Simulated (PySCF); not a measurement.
## Calculated data, AlH3NOSi, BFHO, BH4OSi

Computed with PySCF 2.14.0. Calculation on a computer-drawn molecule: the log of a Hartree-Fock and frozen-core CCSD(T) single point meant for a local Hartree-Fock minimum, with one planted fault or none, to be diagnosed. Offsets are logged minus clean, where the clean run is the same molecule without the fault. The reference is restricted for singlets and unrestricted otherwise, and also for a bond in bohr or an excited solution. Adding or removing an electron swaps singlet and doublet. The excited solution moves the top pair (singlet) or top alpha electron (doublet) to the lowest empty orbital. Highest occupied and lowest empty are orbital energies over both spins, largest force is the largest gradient component, triples share is (T) over the correlation energy, the T1 limit is 0.02 restricted and 0.045 unrestricted, electrons count all cores, a negative frequency is imaginary (commonest isotopes), and the dipole is about the centre of nuclear charge.

Common to all runs: meant multiplicity 1; logged SCF converged yes; possible faults no fault, one electron removed, one electron added, multiplicity raised by two, geometry at a saddle point, SCF held on an excited solution, minimal basis STO-3G, one bond length entered in bohr, all coordinates scaled.

(1) AlH3NOSi

Logged structure:
```xyz
7
AlH3NOSi
N      0.2967    -0.4405     3.3590
Al    -0.4719    -0.1212     1.9996
O     -0.9390    -0.2091     0.3285
Si    -1.2243    -0.4198    -1.1876
H      0.4681    -0.2913     4.3287
H     -0.3763    -1.3310    -1.9434
H     -2.3321     0.3083    -1.7892
```

* meant charge: 1
* meant basis: cc-pV(D+d)Z
* logged electrons: 44
* logged basis functions: 89
* logged spin squared: 2.0086
* logged highest occupied: -11.089 eV
* logged lowest empty: -4.6887 eV
* logged largest force: 0.085272 hartree/bohr
* logged T1 diagnostic: 0.04219
* logged D1 diagnostic: 0.22717
* logged triples share: 0.024825
* logged CC converged: yes
* logged dipole magnitude: 5.5402 debye
* logged SCF stable within its kind: yes
* logged energy HF: -661.64428 hartree
* logged energy CCSD(T): -662.12454 hartree
* planted fault: multiplicity raised by two
* HF energy offset from clean run: 7.804 kcal/mol
* CCSD(T) energy offset from clean run: 41.73 kcal/mol

Drawn bonds:
```
atom  other atom  order
   1           2      2
   2           3      1
   3           4      1
   1           5      1
   4           6      1
   4           7      1
```

(2) AlH3NOSi

Structure as in entry 1.

- meant charge: 1
- meant basis: cc-pV(D+d)Z
- logged electrons: 43
- logged basis functions: 89
- logged spin squared: 0.7628
- logged highest occupied: -21.521 eV
- logged lowest empty: -9.732 eV
- logged largest force: 0.10349 hartree/bohr
- logged T1 diagnostic: 0.016564
- logged D1 diagnostic: 0.054119
- logged triples share: 0.022013
- logged CC converged: yes
- logged dipole magnitude: 1.7379 debye
- logged SCF stable within its kind: yes
- logged energy HF: -661.26433 hartree
- logged energy CCSD(T): -661.72991 hartree
- planted fault: one electron removed
- HF energy offset from clean run: 246.2 kcal/mol
- CCSD(T) energy offset from clean run: 289.4 kcal/mol

Drawn bonds:
```
atom  other atom  order
   1           2      2
   2           3      1
   3           4      1
   1           5      1
   4           6      1
   4           7      1
```

(3) BFHO

Logged structure:
```xyz
4
BFHO
O      1.9286     0.6961     1.4272
B      1.4882     0.0594     0.4303
F      2.2834    -0.3536    -0.6838
H      0.3289    -0.3214     0.2218
```

- meant charge: -1
- meant basis: aug-cc-pVDZ
- logged electrons: 24
- logged basis functions: 78
- logged spin squared: 0
- logged highest occupied: 1.1523 eV
- logged lowest empty: -4.619 eV
- logged largest force: 0.14122 hartree/bohr
- logged CC converged: no
- logged dipole magnitude: 7.058 debye
- logged SCF stable within its kind: no
- logged energy HF: -199.12074 hartree
- planted fault: SCF held on an excited solution
- HF energy offset from clean run: 366.2 kcal/mol

Drawn bonds:
```
atom  other atom  order
   1           2      1
   2           3      1
   2           4      1
```

Notes: CCSD not converged; highest electron not bound in this basis.

(4) BH4OSi

Logged structure:
```xyz
7
BH4OSi
O      0.2791     0.6467    -0.1845
B     -0.9124     0.3678     0.1863
Si    -2.4184    -0.3178    -1.1856
H     -1.3692     0.4467     1.3648
H     -2.0224    -0.4363    -2.6479
H     -2.9910    -1.6960    -0.8590
H     -3.6797     0.5431    -1.2264
```

- meant charge: -1
- meant basis: aug-cc-pV(D+d)Z
- logged electrons: 32
- logged basis functions: 114
- logged spin squared: 0
- logged highest occupied: -3.5179 eV
- logged lowest empty: 3.937 eV
- logged largest force: 0.016763 hartree/bohr
- logged T1 diagnostic: 0.019952
- logged D1 diagnostic: 0.053493
- logged triples share: 0.03493
- logged CC converged: yes
- logged dipole magnitude: 3.6308 debye
- logged SCF stable within its kind: yes
- logged energy HF: -390.85488 hartree
- logged energy CCSD(T): -391.32472 hartree
- planted fault: all coordinates scaled, by +1.0 %
- HF energy offset from clean run: 0.372 kcal/mol
- CCSD(T) energy offset from clean run: -0.4307 kcal/mol

Drawn bonds:
```
atom  other atom  order
   1           2      1
   2           3      1
   2           4      1
   3           5      1
   3           6      1
   3           7      1
```
